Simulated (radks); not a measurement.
The numbers below are computed, except where a source is named.
The molybdenum ion Mo4+, 38 electrons, occupied as [Ar] 3d10 4s2 4p5.5 4d2 5s0.5 (fractional occupations, a model configuration).

Level of theory: scalar-relativistic Kohn-Sham, PBE, spin-polarised, spherical densities, finite nucleus; open shells are filled with parallel spins first (spin-orbit coupling, left out, can overturn this in heavy ions); Fermi nuclear charge, rms radius 4.4091 fm (a radial shooting solver on a logarithmic mesh with Libxc functionals).

Energy parts (hartree):
| part | energy |
|---|---|
| total | -4044.47561 |
| kinetic | 4170.33882 |
| electron-nucleus | -9674.74548 |
| Hartree | 1581.78158 |
| exchange-correlation | -121.85053 |

Orbitals (lengths in bohr, moments of r in powers of bohr; r(max) is where P^2 peaks):
| orbital | occ. | eigenvalue (hartree) | r(max) |
|---|---|---|---|
| 1s up | 1 | -730.4142 | 0.02287 |
| 1s down | 1 | -730.4104 | 0.02287 |
| 2s up | 1 | -104.8615 | 0.1296 |
| 2s down | 1 | -104.8475 | 0.1296 |
| 2p up | 3 | -93.95427 | 0.1036 |
| 2p down | 3 | -93.94199 | 0.1036 |
| 3s up | 1 | -19.46480 | 0.3835 |
| 3s down | 1 | -19.45425 | 0.3836 |
| 3p up | 3 | -15.89051 | 0.3770 |
| 3p down | 3 | -15.87861 | 0.3771 |
| 3d up | 5 | -10.07860 | 0.3223 |
| 3d down | 5 | -10.06248 | 0.3225 |
| 4s up | 1 | -4.24807 | 0.9819 |
| 4s down | 1 | -4.15801 | 0.9784 |
| 4p up | 3 | -3.26322 | 1.056 |
| 4p down | 2.5 | -3.16784 | 1.051 |
| 4d up | 2 | -1.83285 | 1.258 |
| 4d down | 0 | -1.73456 | 1.253 |
| 5s up | 0.5 | -1.41616 | 2.310 |
| 5s down | 0 | -1.34123 | 2.319 |
| 5p up | 0 | -1.14985 | 2.611 |

The highest occupied level is 5s up at -38.536 eV. The configuration is held as typed, so some empty levels lie below it. Summed over all electrons, <r^2> = 23.89 bohr^2, which gives a Langevin (diamagnetic) susceptibility term of -18.9 x 10^-6 cm^3/mol. Spin moment in Bohr magnetons: 3. The electron density at the nucleus is 9.271e+04 e/bohr^3 (large components only). The density falls to 0.001 e/bohr^3 at r = 3.39 bohr.

Run on one thread of a shared host, so times are rough (Arm Neoverse V2): 0.19 s of CPU time, 0.19 s wall, 15 iterations on 2228 mesh points.
